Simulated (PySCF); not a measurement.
C3, SMILES [C]=C=[C] (connectivity only; charge and spin as stated), neutral, multiplicity 1. Coordinates come from a PBE-D3(BJ)/def2-TZVP optimisation. The isomer is the one that the SMILES or the coordinates give; other isomers of the formula were not compared.

TDA-ωB97X/def2-TZVPD run with PySCF puts the lowest singlet excitations at 3.59, 3.78, 3.78, 3.80, 3.80, 5.11 eV and the lowest triplet (TDA) at 2.41 eV.

What are the lowest singlet roots from EOM-CCSD/aug-cc-pVDZ run with PySCF? (The exact figures need the calculation; the answer reports its results.)

3.39, 3.39, 3.89, 3.90, 3.90, 4.54 eV; triplets 2.22, 2.22, 2.96 eV. S1 differs by -0.20 eV (second minus first; roots are paired by order, and the bases may differ).
